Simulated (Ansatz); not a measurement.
Species: C₆H₁₃, net charge 0, doublet state. It need not be the lowest isomer of its formula. 
Coordinates optimised at B3LYP-D3(BJ)/def2-TZVP (Ansatz, a program for electronic structure):
SMILES: CC[C](C)CC
```xyz
19

C      1.8954    -0.7108    -0.7616
C      1.1955     0.6564    -0.6157
C     -0.0336     0.6244     0.2320
C      0.1131     0.5521     1.7140
C     -1.3706     0.3443    -0.3735
C     -1.8338    -1.1199    -0.2347
H      2.1743    -1.1130     0.2141
H      2.8045    -0.6205    -1.3605
H      1.2419    -1.4366    -1.2480
H      1.9169     1.3617    -0.1871
H      0.9467     1.0287    -1.6142
H      0.9571     1.1535     2.0630
H      0.2951    -0.4733     2.0714
H     -0.7892     0.9000     2.2245
H     -1.3598     0.6126    -1.4337
H     -2.1273     0.9807     0.1030
H     -1.1460    -1.8000    -0.7397
H     -1.8851    -1.4160     0.8145
H     -2.8261    -1.2564    -0.6702
```
Charge 0, spin multiplicity 2.

Wanted: atomisation energy (electronic, to ground-state atoms); the coupled-cluster value holds the core correlation from cc-pwCVTZ, in kJ/mol. Cores are frozen in the correlated levels unless marked. UHF or UKS for open shells. Spin-orbit coupling is left out. No relativistic terms. CBS(X,Y): correlation extrapolated as X^-3; Hartree-Fock from the larger set. [CCSD(T)-MP2]/basis is that difference in the basis named.

Level to compare with: RI-MP2/CBS(cc-pVTZ,cc-pVQZ)+[CCSD(T)-MP2]/cc-pVTZ plus the core term (Ansatz), 7497.9 kJ/mol. It is a level with limits of its own, and the differences hold the functionals' basis error too.

Task: Rank these functionals by how close they come to RI-MP2/CBS(cc-pVTZ,cc-pVQZ)+[CCSD(T)-MP2]/cc-pVTZ, closest first: LC-wPBE/def2-TZVPD (Ansatz); CAM-B3LYP/def2-TZVPD (Ansatz); BHLYP/def2-TZVPD (Ansatz); r2SCAN0/def2-TZVPD (Ansatz).

Result: CAM-B3LYP/def2-TZVPD (range-separated hybrid, 7480.8 kJ/mol, difference -17.1), LC-wPBE/def2-TZVPD (range-separated hybrid, 7472.9 kJ/mol, difference -25.0), r2SCAN0/def2-TZVPD (hybrid meta-GGA, 7435.4 kJ/mol, difference -62.5), BHLYP/def2-TZVPD (global hybrid, 7294.7 kJ/mol, difference -203.2)
